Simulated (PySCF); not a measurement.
**Arsenic: a sound run and one with changed settings**

Sound run: As⁺ [Ar] 3d10 4s2 4p2, As²⁺ [Ar] 3d10 4s2 4p1. Calculation: PySCF 2.14, in def2-SVP; no relativity, point nucleus. In the sound run the correlated levels freeze [Ar] 3d10. The sound run starts from symmetry-adapted Hartree-Fock orbitals and uses a fine grid where one is needed.

Changed run: initial guess minao, at most 50 SCF cycles, level shift 0.5 hartree.

```csv
species,method,sound run (hartree),changed run (hartree),converged
As⁺,UHF,-2233.56916,-2233.56916,yes
As⁺,TPSS,-2235.12265,-2235.12265,yes
As⁺,MN15,-2235.46835,-2235.46835,yes
As⁺,MP2,-2233.61327,-2233.59794,yes
As⁺,CCSD(T),-2233.63096,-2233.63096,yes
As²⁺,UHF,-2232.90741,-2232.90741,yes
As²⁺,TPSS,-2234.43936,-2234.43936,yes
As²⁺,MN15,-2234.78216,-2234.78216,yes
As²⁺,MP2,-2232.94196,-2232.92983,yes
As²⁺,CCSD(T),-2232.95851,-2232.95851,yes
```

Ionisation energy of As⁺:

```
 method  sound run (eV)  changed run (eV)
    UHF          18.007            18.007
   TPSS          18.593            18.593
   MN15          18.672            18.672
    MP2          18.267            18.180
SCS-MP2          18.200            18.135
   CCSD          18.290            18.290
CCSD(T)          18.298            18.298
```

A level shift leaves the converged SCF energy unchanged but raises the virtual orbital energies, which shrinks MP2 if it is not removed.

For comparison, NIST gives 18.589 eV between the lowest levels.
